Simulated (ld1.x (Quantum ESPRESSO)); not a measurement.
## u(r) = r·R(r): atom against pseudo-atom (Sn (Z = 50))

Columns: radius, all-electron u(r) and pseudo u(r) of the 4d shell (level -33.58 eV) of tin in the configuration [Kr] 4d10 5s2 5p1; BLYP, scalar-relativistic, PAW scheme, ld1.x (Quantum ESPRESSO) 7.5.

```tsv
r (bohr)	all-electron	pseudo
0.120	0.3829	-0.0057
0.240	0.5081	-0.0432
0.360	0.1171	-0.1329
0.480	-0.3683	-0.2761
0.600	-0.7365	-0.4545
0.720	-0.9479	-0.6364
0.840	-1.0290	-0.7866
0.960	-1.0225	-0.8785
1.080	-0.9653	-0.9020
1.200	-0.8824	-0.8649
1.320	-0.7900	-0.7886
1.440	-0.6971	-0.6974
1.560	-0.6091	-0.6091
1.680	-0.5282	-0.5282
1.800	-0.4556	-0.4556
1.920	-0.3913	-0.3913
2.040	-0.3350	-0.3350
2.160	-0.2861	-0.2861
2.280	-0.2437	-0.2437
2.400	-0.2073	-0.2073
2.520	-0.1760	-0.1760
2.640	-0.1493	-0.1493
2.760	-0.1264	-0.1264
2.880	-0.1070	-0.1070
3.000	-0.0905	-0.0905
3.120	-0.0764	-0.0764
```

(1) How many radial nodes do the two functions have?

(2) At about which radius was the pseudo-wave matched?

(3) Is the pseudo-wave norm-conserving?

## Answers

(1) The all-electron 4d function has n − l − 1 = 1; the pseudo-wave has 0, since the states of the same l below it are removed with the core.

(2) 1.55 bohr, where the columns begin to agree (steps of 0.12 bohr).

(3) No, it belongs to a PAW set: the norm inside the radius is not constrained, and the difference is carried by the augmentation charge.
